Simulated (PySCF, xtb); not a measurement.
CH₄MgSSe, SMILES C[S][Mg][SeH]. One conformer was computed; it need not be the lowest.

Harmonic wavenumbers (cm⁻¹) from GFN2-xTB (xtb) at its own minimum, in rising order: 6, 61, 95, 128, 158, 248, 377, 390, 710, 935, 941, 1314, 1435, 1453, 2088, 2936, 2947, 3039.

Question: What does PBE-D3(BJ)/def2-SVP run with PySCF 2.14.0 give at its own minimum? (Estimate from the structure and the level; the computed values follow.)

Answer: 56, 63, 77, 104, 158, 230, 481, 505, 684, 918, 931, 1283, 1404, 1408, 2341, 2978, 3080, 3083. Paired by order, the mean absolute difference is 53 cm⁻¹ and the zero-point energies are 27.5 and 28.3 kcal/mol.
